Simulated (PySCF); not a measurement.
Basis and Hamiltonian dependence of the ionisation energy of Sc

Sc [Ar] 3d1 4s2 (2D) → Sc⁺ [Ar] 3d1 4s1 (3D). All values are computed (PySCF 2.14, energy differences of UHF-based or UKS calculations, no spin-orbit coupling). Values in eV.

```csv
basis,Hamiltonian,functions,UHF,PBE0,MP2 (valence),CCSD(T) (valence),CCSD(T) (valence and next inner shell)
def2-SVP,non-relativistic,31,5.371,n/a,5.946,n/a,n/a
cc-pVDZ-DK,spin-free X2C,43,5.397,6.375,6.051,n/a,n/a
Sapporo-DKH3-DZP-2012,spin-free X2C,43,5.406,6.406,6.053,n/a,n/a
x2c-TZVPall,spin-free X2C,48,5.394,6.389,6.054,n/a,n/a
pcseg-2,non-relativistic,56,5.365,n/a,5.993,n/a,n/a
aug-cc-pVDZ-DK,spin-free X2C,59,5.396,6.375,6.056,6.366,n/a
cc-pVTZ-DK,spin-free X2C,68,5.390,n/a,6.096,n/a,n/a
"x2c-TZVPPall with one added diffuse shell each of s, p, d, f type",spin-free X2C,80,5.394,6.388,6.101,6.385,6.549
def2-QZVPPD,non-relativistic,93,5.360,6.343,6.078,6.353,6.501
aug-cc-pVTZ-DK,spin-free X2C,93,5.390,6.378,6.106,6.386,n/a
x2c-QZVPPall,spin-free X2C,96,5.388,6.372,6.110,6.385,6.536
dyall-av2z,non-relativistic,101,5.366,6.359,6.041,6.337,n/a
"x2c-QZVPPall with one added diffuse shell each of s, p, d, f, g type",spin-free X2C,121,5.388,6.372,6.111,n/a,n/a
aug-cc-pwCVTZ-DK,spin-free X2C,127,5.388,6.374,6.111,n/a,n/a
```

Frozen in the all-electron rows: valence: [Ar]; valence and next inner shell: [Ne].

Non-relativistic rows lack the scalar-relativistic shift.

Reference for a calculation without spin-orbit coupling: 6.562 eV (measured, between term centres; NIST).
